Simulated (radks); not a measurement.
Spherical quantum dot in the effective-mass picture: electrons in a parabolic well V = omega^2 r^2 / 2 with omega = 1.04, with a point charge +2 (a donor) at the centre, all in effective atomic units (hartree* = m*/eps^2 hartree, bohr* = eps/m* bohr), one dielectric constant everywhere. Calculated with a radial shooting solver with Libxc functionals: non-relativistic Kohn-Sham, PBEsol, spin-polarised, spherical densities. Levels are named by radial order and angular momentum (1s, 1p, 1d, 2s, ...), and open shells are averaged over m. Results are scaled to m* = 0.066 and eps = 14.1, for which hartree* = 9.034 meV and bohr* = 11.31 nm.

N = 2, configuration 1s2. This is the lowest configuration that the search found. Occupied and some empty levels:

level  occupation  eigenvalue (meV)  <r> (nm)
1s              2            1.0827     8.166
1p              0            19.535     15.18
2s              0            24.430     17.19
1d              0            30.640     19.23

Energy (meV): total -17.6069, kinetic 36.786, external -66.200, Hartree 23.109, exchange-correlation -11.302.
